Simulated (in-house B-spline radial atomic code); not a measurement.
## Tl⁷⁹⁺: 1s2

Computed with a B-spline radial code for spherical atoms: Dirac-Kohn-Sham PBEsol, spherical fractional occupations, Fermi nucleus of rms radius 5.4759 fm.

Z_r = [3n² - l(l+1)]/(2<r>); Z_e = n√(-2ε); the last column is Slater's effective charge. Values are occupation-weighted means over j. An effective charge above Z reflects the relativistic contraction of the inner shells.

```csv
shell,electrons,ε (eV),<r> (bohr),Z_r,Z_e,Slater
1s,2,-96542,0.01624,92.35,84.24,80.70
```

The least bound orbital is 1s1/2 at -96540 eV, and it is also the most diffuse (<r> = 0.01624 bohr).

For the 1s electron the small component carries 9.57 % of the norm, the zero-frequency Breit interaction raises the level by 214.7 eV, self-energy by 214.2 eV, and vacuum polarisation lowers it by 45.05 eV.

The density falls to 0.001 bohr⁻³ at 0.1171 bohr; Σ<r²> = 0.00072995 bohr² gives, by the non-relativistic formula and without the paramagnetism of open shells, a Langevin diamagnetic susceptibility of -0.0005781×10⁻⁶ cm³/mol.
